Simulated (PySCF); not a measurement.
Dipole moment and polarisability of `CC[Si@H]([SiH3])CC#N`

C₄H₁₁NSi₂.
Structure used (GFN2-xTB), in Å, numbered top down from 1:
```xyz
18
C4H11NSi2 angstrom
C     -1.963   -1.402   -0.495
C     -0.468   -1.367   -0.202
Si     0.054    0.203    0.751
Si    -0.477    2.166   -0.364
C      1.970    0.064    0.991
C      2.626    0.114   -0.273
N      3.109    0.156   -1.311
H     -2.257   -0.544   -1.096
H     -2.233   -2.306   -1.038
H     -2.536   -1.379    0.430
H      0.082   -1.419   -1.145
H     -0.198   -2.265    0.358
H     -0.460    0.083    2.133
H      0.069    2.201   -1.721
H     -1.929    2.340   -0.469
H      0.037    3.341    0.348
H      2.235   -0.871    1.486
H      2.329    0.889    1.606
```

Level: wB97X-D/def2-SVPD (PySCF), static field, nuclei fixed, core orbitals frozen in the response. The polarisability tensor in these axes (au):

```
x   110.24   0.42  -2.50
y     0.42 107.17  -2.60
z    -2.50  -2.60 100.36
```

**Question.** What are the eigenvalues, a third of the trace, and Δα (Δα² = ½Σ(αi − αj)² over the three pairs)?

**Answer.** Principal values 99.03, 107.60 and 111.14 au; mean 105.92 au = 15.70 Å³ = 17.46 × 10⁻⁴⁰ C²·m²/J; Δα = 10.78 au (10 % of the mean).

**Question.** What is the dipole moment, and where does it point?

**Answer.** (-2.36, -0.63, 3.01) D, 3.88 D in size, pointing from the negative to the positive side. Measured along this direction, the outermost atoms are N7 at the negative end and H10 at the positive end.

**Question.** Rayleigh depolarisation ratio (linearly polarised light, static tensor)?

**Answer.** ρ = 3Δα²/(45ᾱ² + 4Δα²) = 348.8/(504883 + 465.0) = 0.00069.

**Question.** Refractivity n − 1 of an ideal gas of it at 500 K and 1 atm, from the electronic α?

**Answer.** N = p/kT = 1.4678 × 10¹⁹ cm⁻³, so n − 1 = 2π × N × 15.70 × 10⁻²⁴ cm³ = 1448 × 10⁻⁶ at long wavelengths, for an ideal gas.

**Question.** What are the principal values of the traceless quadrupole moment, Θ = ½Σq(3rr − r²1), about the centre of nuclear charge?

**Answer.** -18.56, 7.23, 11.33 D·Å. The values depend on the origin, since the dipole doesn't vanish. The electronic extent ⟨r²⟩ about the same centre is 1395 bohr², a root-mean-square distance of 2.36 Å for the 70 electrons.

**Question.** Give the principal axes and the span of the nuclei along them.

**Answer.** Largest value along (0.92, 0.28, -0.28), where the nuclei span 6.10 Å; middle along (-0.34, 0.91, -0.21), 5.05 Å; least along (0.20, 0.29, 0.94), 4.30 Å. The response follows the extents in order.

**Question.** Molar refractivity from α?

**Answer.** Lorentz–Lorenz: R = (4π/3)N_A α = 2.5225 cm³/(mol·Å³) × 15.70 Å³ = 39.6 cm³/mol, in the limit of long wavelengths.

The structure is a single GFN2-xTB conformer in the gas phase; no vibrational or solvent corrections.

These values come from a run that also computed excited states. Hardware: Arm Neoverse N1, one thread, on a shared host. Cost: 1.9 min, 1.1 GiB resident at most.
